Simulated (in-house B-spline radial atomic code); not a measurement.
Ca. Computed with a B-spline radial atomic code. Model: non-relativistic spherical atom: semilocal Troullier-Martins pseudo-atom, one channel per l, against all electrons, high spin, G0W0 and RPA with empty states to l = 8, local potential for every l without a channel, a model core (radius 0 = none) keeps its share of the functional.

What the tables leave out is listed at the end.

The pseudopotential gives back the lowest level of each angular momentum of its own functional in the configuration it was made in; a second state of the same l is only approximately right. Exact exchange, RPA and GW see the smooth pseudo-orbitals and miss the exchange with the core, for which the functional's share stands in. The column with an uncorrelated core keeps all orbitals and exact exchange, and so separates missing core correlation from pseudisation. Only the three outermost levels and the lowest empty one were computed. RPA here is direct RPA, with no exchange kernel, and its energies carry an (l + 1/2)⁻⁴ tail. A hybrid on a potential with a model core restores only its own semilocal share of the core's exchange.

Command:
```bash
python run_psgw.py task.json out
```
Settings (lengths in bohr, energies in hartree):
```
Z                      20
electrons              20
configuration          [Ar] 4s2
generated_in           [Ar] 4s2
functional             lda,vwn
core_shells            3
radius_factor          1
core_correction        False
ion_configuration      [Ar] 4s1
```

Run time, properties included: 59 s on 1 thread of Arm Neoverse N1 (shared host).

Given: made with LDA VWN5; model core radius 0 bohr; local radius 1.216 bohr; mean-field start LDA VWN5.

Valence shells of the generating configuration: 3s, 3p, 4s.

Channel: s 1.007, p 1.049, d 2.4 (radii in bohr).

Computed: largest level miss in the spin-unpolarised generating configuration 0.022 eV; valence RPA correlation energy all-electron orbitals -0.55856 hartree; pseudo-atom RPA polarisability 105.58 bohr³; ionisation by mean-field all-electron 6.2109 eV; ionisation by mean-field pseudo minus all 0.031 eV; ionisation by RPA all-electron 6.4839 eV; ionisation by RPA pseudo minus all 0.022 eV.

| level | occupied | mean-field all-electron (eV) | mean-field pseudo minus all (eV) | G0W0 all-electron (eV) | G0W0 uncorrelated core minus all (eV) | G0W0 pseudo minus all (eV) | exchange self-energy all-electron (eV) | exchange self-energy pseudo (eV) |
| --- | --- | --- | --- | --- | --- | --- | --- | --- |
| 4s | 1 | -3.848 | -0.022 | -6.1207 | 0.009 | -0.038 | -7.3426 | -7.0276 |

Question: What is the valence RPA correlation energy pseudo?

Answer: -0.58982 hartree.

Question: What is the all-electron RPA polarisability, core included?

Answer: 106.69 bohr³.

Given: mean-field start PBE0.

Computed: all-electron RPA polarisability, core included 95.336 bohr³; pseudo-atom RPA polarisability 94.662 bohr³; ionisation by mean-field all-electron 5.9937 eV; ionisation by mean-field pseudo minus all 0.024 eV; ionisation by RPA all-electron 6.3208 eV; ionisation by RPA pseudo minus all 0.024 eV.

| level | occupied | mean-field all-electron (eV) | mean-field pseudo minus all (eV) | G0W0 all-electron (eV) | G0W0 uncorrelated core minus all (eV) | G0W0 pseudo minus all (eV) | exchange self-energy all-electron (eV) | exchange self-energy pseudo (eV) |
| --- | --- | --- | --- | --- | --- | --- | --- | --- |
| 4s | 1 | -4.3174 | -0.02 | -6.2082 | 0.009 | -0.029 | -7.0913 | -6.8191 |
| 4p (empty) | 0 | -0.98514 | -0.013 | -0.14619 | 0.005 | -0.013 | -1.4317 | -1.3177 |

Question: What is the valence RPA correlation energy all-electron orbitals?

Answer: -0.51111 hartree.

Question: What is the valence RPA correlation energy pseudo?

Answer: -0.54171 hartree.

Given: mean-field start Hartree-Fock.

Computed: valence RPA correlation energy all-electron orbitals -0.4191 hartree; valence RPA correlation energy pseudo -0.44349 hartree; ionisation by mean-field all-electron 5.1166 eV; ionisation by mean-field pseudo minus all 0.02 eV; ionisation by RPA all-electron 5.9672 eV; ionisation by RPA pseudo minus all 0.023 eV.

```json
{"level": "4s", "occupied": "1", "mean-field all-electron (eV)": "-5.3206", "mean-field pseudo minus all (eV)": "-0.021", "G0W0 all-electron (eV)": "-6.1784", "G0W0 uncorrelated core minus all (eV)": "0.008", "G0W0 pseudo minus all (eV)": "-0.021", "exchange self-energy all-electron (eV)": "-6.7117", "exchange self-energy pseudo (eV)": "-6.4917"}
{"level": "3p", "occupied": "1", "mean-field all-electron (eV)": "-36.482", "mean-field pseudo minus all (eV)": "-0.26", "G0W0 all-electron (eV)": "-35.951", "G0W0 uncorrelated core minus all (eV)": "0.128", "G0W0 pseudo minus all (eV)": "-0.194", "exchange self-energy all-electron (eV)": "-31.294", "exchange self-energy pseudo (eV)": "-28.204"}
```

Question: What is the all-electron RPA polarisability, core included?

Answer: 77.376 bohr³.

Question: What is the pseudo-atom RPA polarisability?

Answer: 76.909 bohr³.

Among the listed levels the largest G0W0 shift of the pseudo-atom is -0.19 eV, for 3p on the Hartree-Fock start, while leaving the core uncorrelated moves that level by +0.13 eV. So pseudisation and the lost core exchange, not the missing core correlation, make the error. Not in the tables (levels of low weight, unsolved or above zero; the highest and the empty levels are kept at any weight): on LDA the G0W0 levels 3p (pseudo minus all -0.88 eV, weights 0.08 and 0.06), 3s (pseudo minus all +0.04 eV, weights 0.21 and 0.22), 3d (pseudo minus all -0.07 eV, weights 0.40 and 0.39); on PBE0 the G0W0 levels 3p (pseudo minus all -0.23 eV, weights 0.50 and 0.52), 3s (pseudo minus all +0.13 eV, weights 0.34 and 0.48); on Hartree-Fock the G0W0 levels 3s (pseudo minus all +0.16 eV, weights 0.67 and 0.59).
